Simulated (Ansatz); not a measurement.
A series at Si: from `C[Si](Cl)(Cl)Cl`, ligands are replaced one by one, each step taking up H₂ and setting free HCl; n counts the steps. Ansatz, PBE0-D4/def2-TZVP geometries.

```tsv
n	molecule	HOMO energy, ωB97M-V/def2-TZVPP (eV)
0	`C[Si](Cl)(Cl)Cl`	-11.40
1	`C[SiH](Cl)Cl`	-11.07
2	`C[SiH2]Cl`	?
3	`C[SiH3]`	-11.49
```

Question: By hand: fit a straight line y = ȳ + b (n − n̄) to the 3 given rows and predict n = 2.

Answer: n̄ = 1.333, ȳ = -11.320; Σ(n − n̄)(y − ȳ) = -0.260, Σ(n − n̄)² = 4.667, so b = -0.056 eV a step. Prediction: -11.320 + (-0.056) × (0.667) = -11.36 eV.

Question: By hand: compare with the computed value, -10.99 eV, and give the steps along the whole series.

Answer: The line misses by 0.37 eV (computed minus predicted). Steps: 0.33, 0.08, -0.50 eV.

The steps change sign along the series, so a line is a poor guide. The highest orbital can change its character along such a series. The miss is 74.0 % of the series' range.
